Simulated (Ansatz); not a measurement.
Ansatz (an electronic-structure program) job for CH9N3Si, SMILES NC[SiH](N)N, CAM-B3LYP/def2-TZVPD. Geometry optimised at r2SCAN-D4/def2-SVP. This is a generated structure with no PubChem entry under its InChIKey; it may be hypothetical. One conformer was computed; it need not be the lowest.

Ansatz 0.2 input:
```yaml
crystal:
  periodic: [false, false, false]
  atoms:
    - {symbol: N, position_ang: [-1.94904707, 0.01505569, -0.83373430]}
    - {symbol: C, position_ang: [-0.89929970, -1.00107099, -0.61598163]}
    - {symbol: Si, position_ang: [0.63197142, -0.30844317, 0.25662193]}
    - {symbol: N, position_ang: [0.32397526, 0.55458474, 1.72381450]}
    - {symbol: N, position_ang: [1.23811720, 0.88903733, -0.84694886]}
    - {symbol: H, position_ang: [-2.24132524, 0.37459538, 0.07793999]}
    - {symbol: H, position_ang: [-1.52286992, 0.82160571, -1.29689563]}
    - {symbol: H, position_ang: [-1.33064625, -1.83872606, -0.03769399]}
    - {symbol: H, position_ang: [-0.63000886, -1.44969440, -1.59222734]}
    - {symbol: H, position_ang: [1.55653470, -1.42367511, 0.66409460]}
    - {symbol: H, position_ang: [-0.24330215, 1.39587667, 1.73372019]}
    - {symbol: H, position_ang: [0.32026828, 0.08756216, 2.62343876]}
    - {symbol: H, position_ang: [1.99793861, 1.49112392, -0.54152088]}
    - {symbol: H, position_ang: [1.35029140, 0.65521752, -1.82959218]}
basis:
  gaussian:
    orbitals: def2-TZVPD
hamiltonian:
  xc: {name: CAM-B3LYP}
```

It prints:

```
WARN ansatz: RAYON_NUM_THREADS=2 ignored (pool sized by the plan → 2); use --threads N
Functional definition: CAM-B3LYP
integrals: 0.29 GiB planned
1454 factors; their error is unknown
integrals: 0.33 GiB planned
653 factors; integrals over basis functions are off by at most 3.5e-6 eV
mean field: 2.52 GiB planned
mean field evaluation 1: about -13519.0848 eV, gradient 8.8e1 eV
mean field evaluation 2: about -13512.9827 eV, gradient 1.0e2 eV
mean field evaluation 4: about -13533.3005 eV, gradient 2.9e0 eV
mean field evaluation 8: about -13533.3173 eV, gradient 4.6e-2 eV
mean field evaluation 16: about -13533.3066 eV, gradient 6.9e-5 eV
mean field -13533.30664888 eV, -497.3398461415 hartree, gradient 6.9e-5 eV, S^2 0.000000; 0 other end points of the search recorded, 0 dependent functions left out
reference -13533.30680588 eV, -497.3398519112 hartree; 25, 25 occupied and 247, 247 virtual orbitals, 1454 factors
Total energy: -13533.30680588 eV, -497.3398519112 hartree
```

Self-consistency was reached.

Cost: roughly 24 core-seconds.
